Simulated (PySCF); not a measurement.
C4H5, SMILES [CH]=CC=C, multiplicity 2. The structure is a stationary point at PBE-D3(BJ)/def2-SVP. The isomer is the one that the SMILES or the coordinates give; other isomers of the formula were not compared. The values are those of a single conformer.

The numbers are results of PBE-D3(BJ)/def2-SVP (PySCF), not measurements.

Harmonic wavenumbers (cm⁻¹): 170, 281, 468, 564, 693, 806, 867, 889, 907, 992, 1127, 1195, 1260, 1370, 1600, 1636, 3022, 3074, 3091, 3178, 3178. Rotational constants (GHz): 43.65, 4.616, 4.175; symmetry number 1.

Problem. Work out the zero-point energy and the ideal-gas rigid-rotor harmonic-oscillator thermochemistry at 298.15 K and 1 atm.

Solution. ZPE = ½ Σ hcν = ½ × 30367 cm⁻¹ = 43.41 kcal/mol. H − E(el) = 47.01 kcal/mol. Entropy in cal/(mol K): translation 37.83, rotation 23.46, vibration 6.45, spin 1.38, total 69.12. G − E(el) = 26.40 kcal/mol. Cp = 18.24 cal/(mol K).
